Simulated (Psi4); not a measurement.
gold atom (Au), doublet (core potentials on Au); CAM-B3LYP/def2-TZVPD run with Psi4.

Input for Psi4:
```
memory 2 GB

molecule {
0 2
  Au    0.00000000    0.00000000    0.00000000
}

set basis def2-tzvpd
set reference uks

energy('cam-b3lyp')
print_variables()
```

What the program printed (banner, timings and long lists left out):

```
   => Loading Basis Set <=

    Name: DEF2-TZVPD
    Role: ORBITAL
    Keyword: BASIS

    !!!  WARNING: ECP capability is in beta. Please check occupations closely.  !!!

         ---------------------------------------------------------
                                   SCF
               by Justin Turney, Rob Parrish, Andy Simmonett
                          and Daniel G. A. Smith
                              UKS Reference
         ---------------------------------------------------------

  ==> Geometry <==

    Molecular point group: d2h
    Geometry (in Angstrom), charge = 0, multiplicity = 2:

       Center              X                  Y                   Z               Mass
    ------------   -----------------  -----------------  -----------------  -----------------
         AU           0.000000000000     0.000000000000     0.000000000000   196.966568790000

  Running in d2h symmetry.

  Rotational constants: A = ************  B = ************  C = ************ [cm^-1]
  Rotational constants: A = ************  B = ************  C = ************ [MHz]
  Nuclear repulsion =    0.000000000000000

  Charge       = 0
  Multiplicity = 2
  Electrons    = 19
  Nalpha       = 10
  Nbeta        = 9

  ==> Algorithm <==

  SCF Algorithm Type is DF.
  DIIS enabled.
  MOM disabled.
  Fractional occupation disabled.
  Guess Type is CORE.
  Energy threshold   = 1.00e-06
  Density threshold  = 1.00e-06
  Integral threshold = 1.00e-12

  ==> Primary Basis <==

  Basis Set: DEF2-TZVPD
    Blend: DEF2-TZVPD
    Number of shells: 15
    Number of basis functions: 43
    Number of Cartesian functions: 49
    Spherical Harmonics?: true
    Max angular momentum: 3

  Core potential: DEF2-TZVPD
    Number of shells: 4
    Number of ECP primitives: 14
    Number of ECP core electrons: 60
    Max angular momentum: 3

  ==> DFT Potential <==

   => LibXC <=

    Version 7.1.2
    S. Lehtola, C. Steigemann, M. J. T. Oliveira, and M. A. L. Marques,  SoftwareX 7, 1–5 (2018) (10.1016/j.softx.2017.11.002)

   => Composite Functional: CAM-B3LYP <=

    CAM-B3LYP Hyb-GGA Exchange-Correlation Functional

    T. Yanai, D. P. Tew, and N. C. Handy,  Chem. Phys. Lett. 393, 51 (2004) (10.1016/j.cplett.2004.06.011)

    Deriv               =              1
    GGA                 =           TRUE
    Meta                =          FALSE

    Exchange Hybrid     =           TRUE
    MP2 Hybrid          =          FALSE

   => Exchange Functionals <=

    0.3500         Becke 88 [omega = 0.3300]
    0.4600   Short-range recipe for B88 functional - erf [omega = 0.3300]

   => Exact (HF) Exchange <=

    0.4600            HF,LR [omega = 0.3300]
    0.1900               HF

   => Correlation Functionals <=

    0.1900   Vosko, Wilk & Nusair (VWN5)
    0.8100   Lee, Yang & Parr

   => LibXC Density Thresholds  <==

    XC_HYB_GGA_XC_CAM_B3LYP:  1.00E-14

   => Molecular Quadrature <=

    Radial Scheme          =       TREUTLER
    Pruning Scheme         =           NONE
    Nuclear Scheme         =       TREUTLER

    Blocking Scheme        =         OCTREE
    BS radius alpha        =              1
    Pruning alpha          =              1
    Radial Points          =             75
    Spherical Points       =            302
    Total Points           =          21134
    Total Blocks           =            235
    Max Points             =            256
    Max Functions          =             43
    Weights Tolerance      =       1.00E-15

   => Loading Basis Set <=

    Name: (DEF2-TZVPD AUX)
    Role: JKFIT
    Keyword: DF_BASIS_SCF

  ==> Integral Setup <==

  SCF_SUBTYPE=INCORE selected. In-core MEM_DF algorithm will be used.
  Using in-core AOs.

  ==> MemDFJK: Density-Fitted J/K Matrices <==

    J tasked:                   Yes
    K tasked:                   Yes
    wK tasked:                  Yes
    Omega:                3.300E-01
    Algorithm:                 Core
    Schwarz Cutoff:           1E-12
    Mask sparsity (%):       0.0000
[...]
    Occupation by irrep:
             Ag   B1g   B2g   B3g    Au   B1u   B2u   B3u
    DOCC [     3,    1,    1,    1,    0,    1,    1,    1 ]
    SOCC [     1,    0,    0,    0,    0,    0,    0,    0 ]
    NA   [     4,    1,    1,    1,    0,    1,    1,    1 ]
    NB   [     3,    1,    1,    1,    0,    1,    1,    1 ]

   @DF-UKS iter   2:  -115.51120004025726    1.12247e+01   2.80500e-01 ADIIS
   @DF-UKS iter   3:  -135.59176513431305   -2.00806e+01   2.25105e-02 ADIIS/DIIS
   @DF-UKS iter   4:  -135.63734046799198   -4.55753e-02   1.48657e-02 ADIIS/DIIS
   @DF-UKS iter   5:  -135.65989053226227   -2.25501e-02   2.56565e-03 ADIIS/DIIS
   @DF-UKS iter   6:  -135.66076168581648   -8.71154e-04   5.45594e-04 ADIIS/DIIS
   @DF-UKS iter   7:  -135.66080140365349   -3.97178e-05   5.99642e-05 DIIS
   @DF-UKS iter   8:  -135.66080522231630   -3.81866e-06   2.57676e-05 DIIS
   @DF-UKS iter   9:  -135.66080785623151   -2.63392e-06   6.61481e-06 DIIS
   @DF-UKS iter  10:  -135.66080794204771   -8.58162e-08   2.83931e-07 DIIS
  Energy and wave function converged.

  ==> Post-Iterations <==

   Electrons on quadrature grid:
      Nalpha   =   10.0000000000 ; deviation = -2.842e-14
      Nbeta    =    9.0000000000 ; deviation = -3.908e-14
      Ntotal   =   19.0000000000 ; deviation = -6.750e-14

   @Spin Contamination Metric:   4.780891372E-04
   @S^2 Expected:                7.500000000E-01
   @S^2 Observed:                7.504780891E-01
   @S   Expected:                5.000000000E-01
   @S   Observed:                5.000000000E-01

    Orbital Energies [Eh]
    ---------------------

    Alpha Occupied:

[...]
       4Ag    -0.287779

    Alpha Virtual:

[...]
    Beta Occupied:

[...]
    Beta Virtual:

[...]
      12Ag   202.246189

    Final Occupation by Irrep:
             Ag   B1g   B2g   B3g    Au   B1u   B2u   B3u
    DOCC [     3,    1,    1,    1,    0,    1,    1,    1 ]
    SOCC [     1,    0,    0,    0,    0,    0,    0,    0 ]
    NA   [     4,    1,    1,    1,    0,    1,    1,    1 ]
    NB   [     3,    1,    1,    1,    0,    1,    1,    1 ]

  @DF-UKS Final Energy:  -135.66080794204771

   => Energetics <=

    Nuclear Repulsion Energy =              0.0000000000000000
    One-Electron Energy =                -238.7469573179988629
    Two-Electron Energy =                 112.1377325475479552
    DFT Exchange-Correlation Energy =      -9.0515831715968087
    Empirical Dispersion Energy =           0.0000000000000000
    VV10 Nonlocal Energy =                  0.0000000000000000
    Total Energy =                       -135.6608079420477111

  UHF NO Occupations:
  HONO-2 :    1B3g 1.9999554
  HONO-1 :    3 Ag 1.9999554
  HONO-0 :    4 Ag 1.0000000
  LUNO+0 :    5 Ag 0.0000446
  LUNO+1 :    2B3g 0.0000446
  LUNO+2 :    2B2g 0.0000446
  LUNO+3 :    6 Ag 0.0000446

Computation Completed

Properties will be evaluated at   0.000000,   0.000000,   0.000000 [a0]

Properties computed using the SCF density matrix

 Multipole Moments:

 ------------------------------------------------------------------------------------
     Multipole            Electronic (a.u.)      Nuclear  (a.u.)        Total (a.u.)
 ------------------------------------------------------------------------------------

 L = 1.  Multiply by 2.5417464519 to convert [e a0] to [Debye]
 Dipole X            :          0.0000000            0.0000000            0.0000000
 Dipole Y            :          0.0000000            0.0000000            0.0000000
 Dipole Z            :          0.0000000            0.0000000            0.0000000
 Magnitude           :                                                    0.0000000

 ------------------------------------------------------------------------------------

  Variable Map:
  ----------------------------------------------------------------------------
[...]
  Array Variable Map:
  ----------------------------------------------------------------------------
[...]
[...]
```
